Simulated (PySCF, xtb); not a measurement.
C₃H₁₄Si₃, SMILES [SiH3]CC([SiH3])C[SiH3].

GFN2-xTB (xtb) at its own geometry gives an orbital gap of 4.97 eV and a dipole moment of 0.31 D.

The structure is a stationary point at B3LYP-D3(BJ)/def2-SVP. One conformer was computed; it need not be the lowest.

Problem. What does PBE0/def2-TZVP run with PySCF give? (Estimate from the structure and the level; the computed values follow.)

Solution. gap 8.00 eV (levels -7.83 and 0.17 eV), dipole 0.58 D.
